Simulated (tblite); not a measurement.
Compound: C₈H₁₀OP (charge -1).
Z-matrix (Å and degrees, GFN2-xTB geometry), rows numbered from 1:
```
C 
C   1  1.3379
C   2  1.4342  1  127.45
C   3  1.3929  2  125.49  1     0.47
P   4  1.7322  3  114.02  2   179.99
C   5  1.7651  4   89.03  3     0.01
O   6  1.3956  5  125.53  4   179.95
C   7  1.3893  6  113.67  5    -0.04
C   6  1.3761  5  113.34  4    -0.01
C   9  1.5002  3  125.06  2     0.40
H   1  1.0805  2  121.87  3   179.87
H   1  1.0770  2  122.14  3    -0.09
H   2  1.0869  1  117.44  3  -179.90
H   4  1.0791  3  124.89  2    -0.08
H   8  1.0990  7  111.24  6    59.51
H   8  1.0932  7  107.26  6   179.70
H   8  1.0990  7  111.26  6   -60.20
H  10  1.0881  9  109.13  3   178.86
H  10  1.0937  9  111.40  3   -61.38
H  10  1.0936  9  111.26  3    59.12
```

Computed values, GFN2-xTB/tblite, gas phase, harmonic and unscaled. Errors from tens to a few hundred cm⁻¹ against measured bands are possible. One conformer, not necessarily the lowest.

Harmonic wavenumbers (cm⁻¹): 60.4, 92.1, 125.0, 145.0, 167.1, 183.8, 220.0, 223.4, 295.8, 305.1, 364.4, 453.3, 494.5, 520.9, 530.9, 545.3, 667.2, 670.6, 707.7, 782.3, 846.0, 934.7, 996.2, 1026.7, 1030.9, 1032.0, 1058.2, 1120.6, 1139.9, 1155.0, 1189.7, 1201.9, 1312.9, 1387.2, 1402.2, 1409.0, 1423.7, 1459.6, 1463.9, 1497.7, 1500.5, 1503.4, 1528.5, 1642.4, 2857.0, 2893.2, 2929.5, 2949.7, 2958.2, 2997.7, 3027.9, 3054.0, 3054.4, 3105.3.

A = 2233, B = 807.6, C = 597.5 MHz; mass 153.047 u (most abundant isotopes); point group Cs, symmetry number 1.

What is the zero-point energy?

½Σν̃ = 33822 cm⁻¹ = 96.70 kcal/mol.

What is S at 400 K and 1 bar for an ideal gas of classical rigid rotors and harmonic oscillators?

Translation 42.47, rotation 30.96, vibration 43.54: S = 117.0 cal/(mol K).

And Cp and H(400 K) − H(0)?

Cp = 52.73 cal/(mol K), of which vibrations give 44.79 (their classical limit is 54 R = 107.3); H(400 K) − H(0) = 12.45 kcal/mol without the zero-point energy, 9.27 from vibrations.

What must be added to the electronic energy to get the Gibbs energy at 400 K and 1 bar?

ZPE + [H(400 K) − H(0)] − T·S = 96.70 + 12.45 − 46.79 = 62.36 kcal/mol.

Blend soft modes into free rotors: weight 1/[1 + (100 cm⁻¹/ν̃)⁴] for the oscillator and the rest for a rotor with moment μB/(μ + B), μ = h/(8π²ν), B = 10⁻⁴⁴ kg m². What vibrational entropy results?

41.40 cal/(mol K) in place of 43.54, which changes −T·S at 400 K by +0.85 kcal/mol.

Which modes carry the vibrational entropy at 400 K?

60.4 cm⁻¹: 5.02; 92.1 cm⁻¹: 4.19; 125.0 cm⁻¹: 3.59; 145.0 cm⁻¹: 3.30; 167.1 cm⁻¹: 3.03; 183.8 cm⁻¹: 2.85 cal/(mol K); the other 48 give 21.55 together.

Hindered rotation and anharmonicity are outside this model. Other conformers, if any are populated, would add a mixing term that is left out.
